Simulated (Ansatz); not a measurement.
`[SiH3]OB(S)Cl` + `O=C([SiH3])S` → `O=C([SiH3])S[SiH3]` + `OB(S)Cl`  (ligand exchange at the Si–O bond)

Computed with Ansatz on PBE0-D4/def2-TZVP structures; ΔE is electronic, products minus reactants. CCSD(T)/CBS is the MP2 limit (def2-TZVPP, def2-QZVPP) plus CCSD(T) − MP2 in def2-TZVPP, frozen cores. DFT in def2-TZVPP. One conformer a species, not always the lowest.

`[SiH3]OB(S)Cl`:

Cartesian coordinates in Å:
```
Si -0.923 -1.328 0.334
O 0.128 -0.468 -0.612
B 0.756 0.716 -0.601
S 0.556 1.870 0.783
Cl 1.790 1.128 -1.972
H -2.229 -1.378 -0.363
H -0.365 -2.690 0.489
H -1.070 -0.673 1.658
H 1.357 2.822 0.284
```

`O=C([SiH3])S`:

```xyz
8

O     1.099   -0.361   -1.407
C     0.227    0.070   -0.702
Si    0.074   -0.459    1.145
S    -1.009    1.229   -1.264
H    -1.084    0.223    1.774
H    -0.106   -1.930    1.164
H     1.339   -0.077    1.815
H    -0.539    1.305   -2.524
```

`O=C([SiH3])S[SiH3]`:

Z-matrix (Å, degrees):
```
Si
C 1 1.926
H 1 1.484 2 108.2
H 1 1.481 2 107.9 3 -120.6
H 1 1.484 2 108.2 3 118.8
S 2 1.790 1 114.8 3 -59.7
O 2 1.205 1 123.3 3 120.3
Si 6 2.159 2 95.5 1 179.9
H 8 1.479 6 110.5 2 -62.1
H 8 1.484 6 103.3 2 -180.0
H 8 1.479 6 110.5 2 62.1
```

`OB(S)Cl`:

```xyz
6

O     0.504   -0.636    0.810
B    -0.223    0.235    0.081
S    -0.102    0.291   -1.714
Cl   -1.335    1.368    0.864
H     0.347   -0.563    1.756
H     0.808   -0.695   -1.797
```

```csv
species,PBE energy (Eh)
`[SiH3]OB(S)Cl`,-1249.96215
`O=C([SiH3])S`,-803.02698
`O=C([SiH3])S[SiH3]`,-1093.59545
`OB(S)Cl`,-959.38957
```

(1) Work out ΔE.

Largest T1 diagnostic among the species: 0.017.

## Answers

(1) ΔE = (-1093.59545) + (-959.38957) − (-1249.96215) − (-803.02698) = 0.00411 Eh = +10.8 kJ/mol. CCSD(T)/CBS gives +21.9 kJ/mol.

From PBE to PBE0 (25 % exact exchange), in def2-TZVPP and without D4, ΔE moves by +3.2 kJ/mol. In def2-TZVPP, CCSD(T) changes the Hartree–Fock value by −19.2 kJ/mol (the triples alone add −3.7 kJ/mol) and MP2 by −21.5 kJ/mol.
